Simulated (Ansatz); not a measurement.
Cartesian coordinates in Å:
```
C 1.480 -0.909 0.241
N 0.895 0.063 -0.652
Ga -0.757 0.773 -0.569
N -2.085 0.380 0.594
F -1.156 1.917 -1.843
H 2.354 -0.516 0.775
H 1.789 -1.821 -0.283
H 0.753 -1.212 0.999
H 1.506 0.368 -1.390
H -1.890 -0.028 1.493
H -2.888 0.986 0.635
```

Charge 0, multiplicity 1.

**Question.** List the B3LYP/def2-TZVPP orbital energies in eV (Ansatz). (An estimate is asked.)

**Answer.** The calculation gave: Occupied: -10137.56, -1249.26, -1106.53, -1106.42, -1106.39, -669.86, -389.26, -389.19, -277.60, -149.51, -102.96, -102.75, -102.68, -30.33, -24.12, -23.58, -22.71, -22.65, -22.59, -22.33, -21.86, -18.06, -13.63, -13.27, -12.61, -11.76, -11.47, -10.67, -10.20, -10.12, -9.38, -7.52, -6.55. Lowest empty: -0.60, 0.40, 0.89, 1.16, 2.23, 2.43, 2.75, 3.08.

B3LYP here is the variant with VWN-RPA as its local correlation; programs differ in this.
